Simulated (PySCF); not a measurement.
Molecule: 2-Chloropyridine (SMILES Clc1ccccn1).

Numbering as in the mapped SMILES `[Cl:1][c:2]1[cH:3][cH:4][cH:5][cH:6][n:7]1`. Each H is labelled by its parent atom.

Geometry PBE0-D3(BJ)/def2-SVP throughout; GIAO in PySCF 2.14.0 with density-fitted response routines, gas phase, one conformer, non-relativistic; equivalent atoms averaged; functional PBE0.

**Question.** How do the shifts δ (against HCl, TMS, NH3 at the same level) depend on the basis set? (a selection of nuclei; ppm; last column core-seconds on shared hosts with different chips, so compare them loosely)

**Answer.** 
```tsv
basis set	functions	Cl1	C2	C6	C4	C3	N7	H(C6)	H(C4)	H(C3)	core-s
STO-3G	43	130.2	125.5	120.9	115.0	108.4	256.7	8.63	7.43	7.22	2.8
pcSseg-0	75	292.0	172.8	162.1	147.3	135.5	369.4	8.83	7.55	7.22	6.3
6-31G	75	255.2	154.4	144.0	132.2	122.4	322.3	8.74	7.59	7.35	5.3
6-31G*	110	252.4	151.5	142.9	131.0	120.0	304.5	8.40	7.39	7.01	8
cc-pVDZ	122	272.6	158.9	148.2	136.4	125.1	327.1	8.42	7.46	7.10	11
def2-SVP	122	274.8	158.3	147.1	135.2	122.7	324.7	8.20	7.37	7.09	10
pcSseg-1	146	310.1	162.7	155.1	143.3	130.3	350.8	8.50	7.64	7.27	13
aug-cc-pVDZ	201	289.0	158.4	148.8	135.9	123.4	323.0	8.71	7.78	7.50	24
6-311+G(2d,p)	221	317.5	162.0	153.5	141.2	128.4	338.7	8.63	7.71	7.48	21
def2-TZVP	247	320.6	164.3	155.0	143.0	129.9	346.5	8.63	7.70	7.43	33
cc-pVTZ	270	296.0	162.9	153.9	142.0	129.0	344.8	8.56	7.68	7.41	37
IGLO-III	294	320.4	167.5	158.4	146.1	132.8	348.4	8.62	7.68	7.45	40
pcSseg-2	315	315.2	168.8	159.8	147.5	134.0	352.6	8.62	7.71	7.44	50
```

**Question.** Which nucleus among those listed moves most, in ppm?

**Answer.** Cl1 (chlorine bonded to C): from 130.2 ppm with STO-3G to 320.6 ppm with def2-TZVP. The smallest spread is 0.40 ppm, at H(C4). Proton shifts span only some 12 ppm, so a few tenths of a ppm matter as much there as several ppm in carbon.

**Question.** Taking the largest basis, pcSseg-2 (315 functions), as the yardstick, rank the others by their worst heavy-atom deviation.

**Answer.** IGLO-III 5.2 ppm (294 functions), def2-TZVP 6.1 ppm (247 functions), pcSseg-1 6.1 ppm (146 functions), 6-311+G(2d,p) 13.9 ppm (221 functions), cc-pVTZ 19.2 ppm (270 functions), pcSseg-0 23.1 ppm (75 functions), aug-cc-pVDZ 29.6 ppm (201 functions), def2-SVP 40.4 ppm (122 functions), cc-pVDZ 42.5 ppm (122 functions), 6-31G 60.0 ppm (75 functions), 6-31G* 62.8 ppm (110 functions), STO-3G 185.0 ppm (43 functions).

A small basis that lands close on one nucleus may do so by chance; judge by the trend and by all nuclei.
